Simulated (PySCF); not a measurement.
Delta-SCF ions had no search for a lower state. Excitations are Tamm–Dancoff values on a coarser integration grid. The basis has no diffuse functions, so Rydberg states are missing or too high.

Cartesian coordinates (Å):
```xyz
7

S      1.7515     0.2180    -0.8634
Si    -0.1904     0.5007    -0.0574
S     -1.6185    -1.0167    -0.4555
Cl    -0.0502     0.7868     1.9672
Cl    -0.9127     2.1669    -0.9809
H      2.0543    -0.7620     0.0081
H     -1.0340    -1.8937     0.3818
```
Charge 0, spin multiplicity 1.

### Question
Give the HOMO–LUMO gap, vertical ionisation energy (Delta-SCF), S1–T1 gap (TDA), dipole moment, S1 oscillator strength, total energy, S1 excitation (TDA) and LUMO at the level r2SCAN-D4/def2-TZVP run with PySCF.

### Answer

The HOMO–LUMO gap is 5.33 eV and the vertical ionisation energy (Delta-SCF) comes out as 9.44 eV. The S1–T1 gap (TDA) is 0.37 eV and the dipole moment comes out as 0.400 e·Å. The S1 oscillator strength is 0.006. The total energy is -2007.5821 Ha. The S1 excitation (TDA) is 5.41 eV. The LUMO is -1.44 eV.
